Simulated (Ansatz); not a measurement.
The free Ta atom, lowest solution found in each spin (singlets restricted, other states unrestricted); no spin–orbit coupling, and no relativity up to Kr.

Correlated levels freeze the inner cores; with def2 sets outer-core shells near the valence are correlated too. CBS(a, b) extrapolates the correlation energy as X⁻³ and adds the Hartree–Fock energy of set b.

Programs: Ansatz (an electronic-structure program) with Gaussian orbitals.  In def2 rows elements past Kr take small-core potentials, without spin–orbit coupling.

| level | energy of multiplicity 6 less that of multiplicity 4 (kcal/mol) |
|---|---|
| B3LYP/def2-TZVPP | 21.50 |
| BHLYP/def2-TZVPP | 24.44 |
| CAM-B3LYP/def2-TZVPP | 24.12 |
| wB97X-V/def2-TZVPP | 24.39 |
| wB97M-V/def2-TZVPP | 21.12 |
| CCSD/def2-TZVPP | [?] |
| CCSD(T)/def2-TZVPP | 22.59 |
| CCSD(T)/def2-QZVPP | 22.85 |
| CCSD(T)/CBS(def2-TZVPP, def2-QZVPP) | 23.03 |

Complete the blanks.


- CCSD/def2-TZVPP, energy of multiplicity 6 less that of multiplicity 4 (kcal/mol): 20.21
